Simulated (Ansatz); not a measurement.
```yaml
crystal:
  periodic: [false, false, false]
  atoms:
    - {symbol: Sn, position_ang: [-0.001747, 0.002751, -0.890660]}
    - {symbol: C, position_ang: [0.002220, -0.003789, 1.221941]}
    - {symbol: H, position_ang: [-1.035899, 0.057085, 1.571611]}
    - {symbol: H, position_ang: [0.576153, 0.863597, 1.571107]}
    - {symbol: H, position_ang: [0.468593, -0.935726, 1.564944]}
    - {symbol: F, position_ang: [1.747924, -0.015235, -1.682687]}
    - {symbol: F, position_ang: [-0.860727, 1.532052, -1.673200]}
    - {symbol: F, position_ang: [-0.896526, -1.500733, -1.683065]}
basis:
  gaussian: {orbitals: STO-3G}
hamiltonian: {xc: {name: BHLYP}, dispersion: d4}
accuracy: high
```

```sh
$ ansatz run in.yaml --threads 4 --pin off --events-out ev --progress --plain --max-ram 3916MiB
```

Output, abridged:

```
Functional definition: BHLYP
  name "BHLYP"
  cite "Becke, J. Chem. Phys. 98, 1372 (1993) doi:10.1063/1.464304"
  cite "Becke, Phys. Rev. A 38, 3098 (1988) doi:10.1103/PhysRevA.38.3098"
  cite "Lee, Yang & Parr, Phys. Rev. B 37, 785 (1988) doi:10.1103/PhysRevB.37.785"
  parameter a = 0.5
  exchange = (1 - a)*b88_x + a*exact_x
  correlation = lyp_c
1017 factors; integrals over basis functions are off by at most 4.6e-9 eV
mean field evaluation 1: about -171429.5645 eV, gradient 2.6e1 eV
mean field evaluation 2: about -171431.9980 eV, gradient 1.8e1 eV
mean field evaluation 4: about -171433.3199 eV, gradient 7.2e-1 eV
mean field evaluation 8: about -171433.3469 eV, gradient 5.4e-3 eV
mean field evaluation 16: about -171433.3469 eV, gradient 2.4e-7 eV
mean field -171433.34686598 eV, -6300.0592956287 hartree, gradient 2.5e-8 eV, S^2 0.000000; 0 other end points of the search recorded, 0 dependent functions left out
reference -171433.34688642 eV, -6300.0592963800 hartree; 43, 43 occupied and 7, 7 virtual orbitals, 1017 factors
Total energy: -171433.53814998 eV, -6300.0663251859 hartree
```

It took 1.2 s on 4 threads of Arm Neoverse V2 on a shared host.
